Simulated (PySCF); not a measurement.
**How the method changes the constants of AlHg⁺**

State: ¹Σ⁺ (singlet), closed shell. Set-up: basis Al def2-SVP, Hg def2-SVP with ECP60; scalar-relativistic core potentials; PySCF 2.14. De refers to Al⁺ + Hg in their ground configurations, without counterpoise correction. A positive dipole points towards Hg; it is taken about the centre of mass and depends on that origin.

```csv
Level,Re (Å),ωe (cm⁻¹),De (eV),μ (D),"CPU s a point (SCF and correlation, without the integrals)"
RHF-MP2,3.008,116,0.362,n/a,0.12
RHF-SCS-MP2,3.058,108,0.323,n/a,n/a
RHF-CCSD,3.073,107,0.337,n/a,n/a
RHF-CCSD(T),3.032,114,0.370,n/a,1.8
PBE,2.938,138,0.61,-7.90,0.49
PBEsol,2.877,150,0.68,-7.66,0.36
r²SCAN,2.906,144,0.62,-7.63,0.59
r²SCANh,2.918,142,0.60,-7.69,0.68
PBE0,2.958,137,0.57,-7.90,1.1
B97-3,3.031,123,0.495,-8.30,0.42
HSE06,2.964,136,0.57,-7.96,0.79
```

Q: Which functional lies closest to RHF-CCSD(T) in De, which farthest, and by how much do they differ from it?

A: Closest is B97-3 (-0.1 pm in Re, +7.9 % in ωe, +0.12 eV in De against RHF-CCSD(T) in the same basis), farthest PBEsol (-15.5 pm in Re, +31.6 % in ωe, +0.31 eV in De). CCSD(T) converges more slowly with the basis than the functionals do and binds too weakly in this one, so the order can change at the basis-set limit.

Q: What does a quarter of exact exchange do here, going from PBE to PBE0?

A: PBE0 less PBE: +2.0 pm in Re, -0.7 % in ωe, -0.04 eV in De. Exact exchange removes part of the self-interaction that spreads semilocal densities, and in most molecules shortens and stiffens the bond and lowers De; here Re goes the other way.

Q: What does the triples do here, going from RHF-CCSD to RHF-CCSD(T)?

A: RHF-CCSD(T) less RHF-CCSD: -4.1 pm in Re, +6.5 % in ωe, +0.03 eV in De. Correlation nearly always deepens the well. The bond shortens, as in weak, metallic or heavy-atom bonds, where dispersion and the correlation of outer-core electrons pull the atoms together.

Correlated steps freeze 5 core orbitals. Closed-shell solutions of metal pairs were not tested for spin polarisation, which can lower them a little. Correlated levels converge slowly with the basis: in double zeta they bind strong bonds too weakly, by up to about 1 eV, and carry superposition errors of some tenths. Spin–orbit coupling is left out. For an ion De counts to the pair picked by the measured ionisation energies or electron affinities, which need not be the lowest pair at this level.

The whole job (state search and all levels along the bond) took about 1.5 min on 1 thread of Oxide Virtual Turin-like (shared host), peak memory 0.58 GiB.
